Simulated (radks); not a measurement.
Spherical quantum dot in the effective-mass picture: electrons in a hard-walled sphere of radius 7.38, with a point charge +1 (a donor) at the centre, all in effective atomic units (hartree* = m*/eps^2 hartree, bohr* = eps/m* bohr), one dielectric constant everywhere. Method: non-relativistic Kohn-Sham, PBE, spin-polarised, spherical densities; computed with a radial shooting solver with Libxc functionals. Levels are named by radial order and angular momentum (1s, 1p, 1d, 2s, ...), and open shells are averaged over m.

N = 12, configuration 1s2 1p6 1d(up 3, down 0) 2s(up 1, down 0). This is the lowest configuration that the search found. Occupied levels:

| level | occupation | eigenvalue (hartree*) | <r> (bohr*) |
|---|---|---|---|
| 1s up | 1 | 1.8587 | 4.148 |
| 1s down | 1 | 1.8973 | 4.810 |
| 1p up | 3 | 1.9236 | 5.183 |
| 1p down | 3 | 1.9496 | 5.143 |
| 2s up | 1 | 1.9760 | 2.651 |
| 1d up | 3 | 2.0057 | 5.345 |

Energy (hartree*): total 10.8652, kinetic 3.3462, external -3.2313, Hartree 13.237, exchange-correlation -2.4868.
